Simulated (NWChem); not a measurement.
## Basis-set convergence for FGeI

```xyz
3

Ge    -1.0237    -1.0099     0.0000
F      0.1269    -2.3590     0.0000
I      0.5965     1.0103     0.0000
```
Charge 0, spin multiplicity 1.

All runs are NWChem calculations. The geometry was optimised at PBE/def2-SVP with def2 effective core potentials on I, a minimum by its harmonic frequencies.

Quantity: first vertical ionisation energy at the level G0W0@PBE.

Effective core potentials replace the inner electrons of I; spin-orbit coupling is left out. GW and range-separated runs recompute their integrals, the others keep them in memory, which bears on the times. The structure started from a generated list of species.

Relative cost: rough, from shared machines, SCF included, def2-SVP = 1.

### Question
In def2-QZVP the value is 9.39 eV. Among def2-SVP, def2-SVPD, def2-TZVP, def2-TZVPP, def2-TZVPD, which is the smallest basis within 0.2 eV of it?

### Answer
No smaller set comes that close. def2-QZVP isn't the basis-set limit itself, and a small set can land close by cancellation.

```csv
basis,functions,first vertical ionisation energy (eV),relative cost
def2-SVP,72,8.76,1
def2-SVPD,96,8.84,under 3
def2-TZVP,129,9.16,5
def2-TZVPP,129,9.16,5
def2-TZVPD,153,9.15,6
def2-QZVP,214,9.39,20
```
